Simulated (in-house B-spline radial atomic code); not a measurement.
Computed with a B-spline radial atomic code. Model: two electrons, singlet ground state, non-relativistic, full CI in B-splines with partial waves to l = 8 (at full coupling up to 3e-4 hartree above the limit, correlation up to 0.6 % small), density held at that of full coupling by Lieb maximisation.

W(λ) is the mean repulsion in the state of coupling λ less the Hartree energy of the fixed density. Its start is exact exchange, its initial slope is twice the second-order Görling-Levy correlation energy, and its area from 0 to 1 is E_xc. A straight curve means weak, dynamic correlation, and a curve that drops fast and flattens means strong correlation.

Command:
```bash
python run_ac.py task.json out
```
Settings (lengths in bohr, energies in hartree):
```
potential              harmonic
strength               0.801
lmax                   8
```

Time taken, with all properties: 14 s on 1 thread of Intel(R) Xeon(R) Processor @ 2.30GHz, with other jobs on the host.

**W = mean repulsion less Hartree energy, and W of three functionals.**

Given: confinement harmonic well; well frequency 0.801 hartree; external potential omega^2 r^2/2.

Computed: LDA exchange minus exact 95.713 millihartree; PBE exchange minus exact 28.358 millihartree.

| coupling | W xc (hartree) | W xc minus exchange (millihartree) | kinetic minus Kohn-Sham (millihartree) | LDA (PW92) W minus its exchange (millihartree) | PBE W minus its exchange (millihartree) | SCAN W minus its exchange (millihartree) |
| --- | --- | --- | --- | --- | --- | --- |
| 0 | -0.66352 | 0 | 0 | 0 | 0 | 0 |
| 0.02 | ? | ? | ? | ? | ? | ? |
| 0.05 | -0.66847 | -4.947 | 0.12 | -22.16 | -7.95 | -4.64 |
| 0.12 | -0.67511 | -11.583 | 0.69 | -41.55 | -17.8 | -10.76 |
| 0.25 | -0.6866 | -23.071 | 2.8 | -67.81 | -33.61 | -21.26 |
| 0.4 | -0.69863 | -35.104 | 6.69 | -90.81 | -49.15 | -32.25 |
| 0.6 | -0.7129 | -49.373 | 13.8 | -115.01 | -66.79 | -45.39 |
| 0.8 | -0.72544 | -61.911 | 22.55 | -134.64 | -81.9 | -57.12 |
| 1 | -0.73651 | -72.987 | 32.49 | -151.2 | -95.1 | -67.66 |
| 1.4 | ? | ? | ? | ? | ? | ? |
| 2 | -0.7766 | -113.08 | 90.87 | -208.43 | -143.25 | -107.84 |
| 3 | -0.80154 | -138.01 | 152.34 | -244.08 | -174.72 | -134.78 |
| 4.5 | -0.82529 | -161.77 | 239.97 | -279.48 | -206.76 | -161.75 |
| 7 | -0.84846 | -184.93 | 370.38 | -316.27 | -240.69 | -188.49 |
| 10 | -0.86474 | -201.22 | 506.82 | -343.87 | -266.47 | -206.58 |

(1) What belongs in the row 0.02?

(2) What belongs in the row 1.4?

(3) What is the SCAN exchange minus exact?

**Energy parts, natural occupations and partial-wave weights.**

Computed: total energy 3.0504 hartree; exchange energy -0.66352 hartree; kinetic part of the DFT correlation energy 0.032494 hartree; initial slope twice GL2 -0.10072 hartree; kinetic part over minus potential part 0.4452; Kohn-Sham kinetic 1.0498 hartree; Lieb Oxford ratio E_xc over LDA exchange 1.2399.

```json
{"natural": "s", "occupation of the shell (electrons)": "1.9657"}
{"natural": "p", "occupation of the shell (electrons)": "?"}
{"natural": "s", "occupation of the shell (electrons)": "0.0016865"}
{"natural": "d", "occupation of the shell (electrons)": "0.00091267"}
{"natural": "p", "occupation of the shell (electrons)": "0.00019655"}
{"natural": "f", "occupation of the shell (electrons)": "0.00010865"}
```

(4) What belongs in the row p?

```json
{"wave": "s", "weight": "0.98373"}
{"wave": "p", "weight": "0.015716"}
{"wave": "d", "weight": "?"}
{"wave": "f", "weight": "5.9766e-05"}
{"wave": "g", "weight": "1.3154e-05"}
```

(5) What belongs in the row d?

(6) What is the Hartree energy?

(7) What is the correlation energy?

## Answers

(1) W xc (hartree): -0.66553; W xc minus exchange (millihartree): -2; kinetic minus Kohn-Sham (millihartree): 0.02; LDA (PW92) W minus its exchange (millihartree): -11; PBE W minus its exchange (millihartree): -3.3; SCAN W minus its exchange (millihartree): -1.89.

(2) W xc (hartree): -0.75514; W xc minus exchange (millihartree): -91.614; kinetic minus Kohn-Sham (millihartree): 54.71; LDA (PW92) W minus its exchange (millihartree): -178.07; PBE W minus its exchange (millihartree): -117.27; SCAN W minus its exchange (millihartree): -85.89.

(3) 1.6012 millihartree.

(4) occupation of the shell (electrons): 0.031225.

(5) weight: 0.00047618.

(6) 1.327 hartree.

(7) -0.040493 hartree.

Half-way to full coupling W has made 58 % of its drop, against 50 % for a straight line, and second-order (GL2) theory, half the initial slope, overshoots the correlation energy by about 24 %: a moderate bend, as in light atoms. Over couplings 0 to 1 the errors in E_xc come to about +40 millihartree for LDA, +14 millihartree for PBE, +4.7 millihartree for SCAN, so SCAN is nearest. In LDA and PBE the errors of exchange and correlation have opposite signs, so the sum is smaller than the larger of the two.
